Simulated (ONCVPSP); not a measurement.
# PBEsol ONCV dataset for Mn, scalar-relativistic all-electron reference.

```
Element                 : Mn (Z = 25)
Generator               : ONCVPSP 4.0.1
Type                    : optimised norm-conserving Vanderbilt (ONCV)
Functional              : PBEsol
Relativity              : scalar-relativistic
Frozen core             : [Ne]
Valence charge          : 15
Reference configuration : 3s2 3p6 3d5 4s1.5 4p0.5
Partial waves           : 3s+4s: rc 1.65 bohr, ncon 4, nbas 8, qcut 6.7 1/bohr, 3 projectors, debl 3.2 Ha; 3p+4p: rc 1.40 bohr, ncon 5, nbas 10, qcut 12.4 1/bohr, 2 projectors; 3d: rc 1.15 bohr, ncon 3, nbas 7, qcut 10.6 1/bohr, local
Local potential         : the d channel
Core correction         : none
```

All-electron outer shells of the reference configuration (PBEsol, scalar-relativistic, ld1.x):

```tsv
shell	level (eV)	outermost node (bohr)	outermost maximum (bohr)
2s	-743.91	0.08	0.23
2p	-630.56	–	0.19
3s	-86.48	0.34	0.74
3p	-55.32	0.31	0.75
3d	-7.60	–	0.76
4s	-5.65	1.05	2.47
4p	-1.76	1.16	3.34
```

**Question.** Does the generator finish with these settings?

**Answer.** Yes, a potential is produced and its reference levels are reproduced.

**Question.** Estimate the cutoffs (Ha) at which the residual kinetic energy of the hardest occupied pseudo-wave falls to 1 and 0.1 mHa per electron.

**Answer.** 51 Ha and 97 Ha.

**Question.** Does the potential have ghost states?

**Answer.** No bound ghost flagged; GHOST(+) flagged for s at 289.2 eV.

**Question.** Which valence shell sets the plane-wave cutoff?

**Answer.** 3d: 51 Ha for 1 mHa per electron, against 29 Ha for 3p.

**Question.** Tests: 3s2 3p6 3d5 4s2 4p0; 3s2 3p6 3d5 4s1 4p0; 3s2 3p6 3d5 4s0 4p0; 3s2 3p6 3d5.5 4s1.5 4p0. Which has the largest error in its energy relative to the reference configuration, and how large is it?

**Answer.** 3s2 3p6 3d5.5 4s1.5 4p0, with -1.0 meV (all-electron minus pseudo) on -2.40 eV.
